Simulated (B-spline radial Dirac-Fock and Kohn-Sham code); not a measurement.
ΔSCF core binding energies without Breit or QED terms, calculated with a B-spline atomic structure program.

A sound run for the Sc⁺ ion, 1s2 2s2 2p6 3s2 3p6 3d1 4s1: The ground state converged in 11 iterations, with total energy -763.17581 Ha, virial ratio 1.99044 and highest orbital energy -12.13 eV. ΔSCF binding energies: K (1s) 4513.7 eV, L3 (2p3/2) 418.7 eV. Holes are computed only in closed shells, and unreliable hole states are left out.

A second run, with one unsound setting: The ground state converged in 10 iterations, with total energy -575.61792 Ha, virial ratio 2.32771 and highest orbital energy -9.96 eV. ΔSCF binding energies: K (1s) 2416.5 eV, L3 (2p3/2) 443.3 eV. Holes are computed only in closed shells, and unreliable hole states are left out.

```
iter   energy (Ha)        error
   1     -567.10232553  1.31e+00
   2     -574.00570970  3.01e-01
   3     -575.43486711  1.01e-01
   4     -575.59809318  3.25e-02
   5     -575.61526281  1.08e-02
   6     -575.61791510  4.88e-04
   7     -575.61792096  1.02e-04
   8     -575.61792109  6.78e-06
   9     -575.61792110  3.36e-07
  10     -575.61792110  6.34e-08
```

Question: Which fault fits the second run best?
A. unbound anion
B. functional not served
C. nuclear radius in wrong units
D. damping too heavy

Answer: C. The input had radius_factor = 1000.0: radius_factor inflates the nucleus far beyond its size, which weakens the binding of the inner electrons.
